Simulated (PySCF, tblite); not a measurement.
Isomers of C4H7FO2Si, one GFN2-xTB conformer each. Single-point energies are computed at PBE0/pcSseg-1 (PySCF, gas phase, no added dispersion term), electronic only.

| SMILES | GFN2-xTB relative energy (kcal/mol) |
| --- | --- |
| CO[C@@]1(F)[SiH2][C@@H]1C=O | 98.8 |
| O=C(O)[C@@H]1C[SiH2][C@@H]1F | 63.6 |
| O=C1CO[C@@H](CF)[SiH2]1 | 76.8 |
| O=C1C[C@H](OCF)[SiH2]1 | 86.1 |
| COC1=CO[Si@H](F)C1 | 0.0 |

Conformers: `[CH3:1][O:2][C@@:3]1([F:4])[SiH2:5][C@@H:6]1[CH:7]=[O:8]` with C1–O2–C3–F4 64°, Si5–C6–C7–O8 124°; `[O:1]=[C:2]([OH:3])[C@@H:4]1[CH2:5][SiH2:6][C@@H:7]1[F:8]` with O1–C2–O3–H -4°, O1–C2–C4–C5 -129°, C2–C4–C5–Si6 -95°, C4–C5–Si6–C7 -16°, C5–Si6–C7–F8 134°, C2–C4–C7–Si6 96°; `[O:1]=[C:2]1[CH2:3][O:4][C@@H:5]([CH2:6][F:7])[SiH2:8]1` with O4–C5–C6–F7 86°, O1–C2–C3–O4 -163°, C2–C3–O4–C5 -43°, C3–O4–C5–C6 -78°, O4–C5–Si8–C2 -26°; `[O:1]=[C:2]1[CH2:3][C@H:4]([O:5][CH2:6][F:7])[SiH2:8]1` with C3–C4–O5–C6 77°, C4–O5–C6–F7 -74°; `[CH3:1][O:2][C:3]1=[CH:4][O:5][Si@H:6]([F:7])[CH2:8]1` with C1–O2–C3–C4 1°.

Question: What does PBE0/pcSseg-1 give for the same structures?

Answer: 
```csv
SMILES,PBE0/pcSseg-1 E (Eh),PBE0/pcSseg-1 (kcal/mol),GFN2-xTB (kcal/mol),point group
COC1=CO[Si@H](F)C1,-695.87215,0.0,0.0,C1
O=C(O)[C@@H]1C[SiH2][C@@H]1F,-695.79594,47.8,63.6,C1
O=C1CO[C@@H](CF)[SiH2]1,-695.76508,67.2,76.8,C1
O=C1C[C@H](OCF)[SiH2]1,-695.75213,75.3,86.1,C1
CO[C@@]1(F)[SiH2][C@@H]1C=O,-695.73206,87.9,98.8,C1
```

Both levels put the same isomer lowest; measured from each level's own lowest isomer, the values differ by up to 15.8 kcal/mol (O=C(O)[C@@H]1C[SiH2][C@@H]1F: 63.6 against 47.8). As drawn, the lowest has an Si–O bond, an Si–F bond and a C=C bond outside aromatic rings, which the highest lacks; the highest has a three-membered ring and a C=O bond, which the lowest lacks.

Question: Which frontier levels, dipoles and rotational constants go with these structures?

Answer: 
```csv
SMILES,"HOMO (eV, PBE0/pcSseg-1)",LUMO (eV),dipole (D),"A, B, C (MHz)"
COC1=CO[Si@H](F)C1,-6.14,0.81,2.39,"4723, 981.6, 886.0"
O=C(O)[C@@H]1C[SiH2][C@@H]1F,-7.91,-0.26,2.86,"2603, 1498, 1281"
O=C1CO[C@@H](CF)[SiH2]1,-6.63,-1.37,3.26,"2445, 1433, 1346"
O=C1C[C@H](OCF)[SiH2]1,-6.77,-1.53,3.40,"3213, 1029, 819.7"
CO[C@@]1(F)[SiH2][C@@H]1C=O,-7.01,-1.09,2.86,"2084, 1378, 1067"
```

Question: What happens when harmonic zero-point energies from GFN2-xTB frequencies are added?

Answer: 
| SMILES | ZPE (kcal/mol) | electronic (kcal/mol) | with ZPE (kcal/mol) |
| --- | --- | --- | --- |
| COC1=CO[Si@H](F)C1 | 66.5 | 0.0 | 0.0 |
| O=C(O)[C@@H]1C[SiH2][C@@H]1F | 64.8 | 47.8 | 46.2 |
| O=C1CO[C@@H](CF)[SiH2]1 | 64.6 | 67.2 | 65.2 |
| O=C1C[C@H](OCF)[SiH2]1 | 63.8 | 75.3 | 72.6 |
| CO[C@@]1(F)[SiH2][C@@H]1C=O | 62.9 | 87.9 | 84.3 |

The zero-point energies span 3.6 kcal/mol. The order is unchanged.
